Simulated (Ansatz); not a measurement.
Au3. The state is a doublet with charge 0. Geometry PBE0-D4/def2-TZVP, basis def2-TZVP, Ansatz.

```
atom   x (Å)   y (Å)   z (Å)
 Au1   1.255   1.751  -0.973
 Au2  -1.138  -2.046   0.330
 Au3  -0.117   0.294   0.642
```

| run | HOMO (eV) | LUMO (eV) |
| --- | --- | --- |
| A | -6.36 | -4.59 |
| B | -7.34 | -3.71 |
| C | -5.97 | -5.34 |
| D | -6.31 | -4.92 |
| E | -5.84 | -5.50 |
| F | -6.18 | -5.92 |

In the def2 sets Au takes a core potential; there is no spin–orbit coupling. B3LYP takes the VWN-RPA correlation. The structure comes from a short search, and lower isomers may exist.

HOMO and LUMO are taken over both spins.

Task: The runs used B3LYP, CAM-B3LYP, LDA (SPW92), PBE, PBE0, r2SCAN. Estimate which is which.

Result: A PBE0 (25 % exact exchange); B CAM-B3LYP (range-separated); C r2SCAN (0 % exact exchange); D B3LYP (20 % exact exchange); E PBE (0 % exact exchange); F LDA (SPW92) (0 % exact exchange). Exact exchange lowers occupied and raises empty levels; among semilocal functionals meta-GGAs tend to open the gap a little, and such runs are hard to tell apart. The gap grows from 0.27 eV (LDA (SPW92)) to 3.63 eV (CAM-B3LYP).
